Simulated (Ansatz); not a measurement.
C2H2B, SMILES `[BH-]C#C` (lower triplet) (charge -1, multiplicity 3). This triplet lies 0.08 eV below the relaxed singlet at the level B3LYP/aug-cc-pVTZ // PBE0-D3(BJ)/def2-TZVPD (Ansatz, a program for electronic structure).

Cartesian coordinates (Å):
SMILES: C([BH-])#C
```xyz
5

B     -1.3094    -0.1945     0.0404
C      0.0809    -0.1039    -0.3060
C      1.3200    -0.1188    -0.5375
H     -2.2338     0.4704     0.3986
H      2.1423    -0.0534    -1.2222
```
Charge -1, spin multiplicity 3.

Frozen-core energies in aug-cc-pVDZ from Ansatz at a geometry from PBE0-D3(BJ)/def2-TZVPD; the HF reference has <S^2> = 2.28 and the T1 diagnostic is 0.041.

```json
[
 {"level": "HF", "energy (Ha)": "-101.46923"},
 {"level": "MP2", "energy (Ha)": "-101.78366"},
 {"level": "CCSD", "energy (Ha)": "-101.82332"},
 {"level": "CCSD(T)", "energy (Ha)": "-101.84047"}
]
```

**Question.** Estimate the energies of CCSDT and CCSDT(Q), and give each level's difference from CCSDT(Q).

**Answer.** 
| level | energy (Ha) | difference from CCSDT(Q) (mHa) |
|---|---|---|
| MP2 | -101.78366 | 60.04 |
| CCSD | -101.82332 | 20.38 |
| CCSD(T) | -101.84047 | 3.24 |
| CCSDT | -101.84212 | 1.58 |
| CCSDT(Q) | -101.84370 | 0.00 |
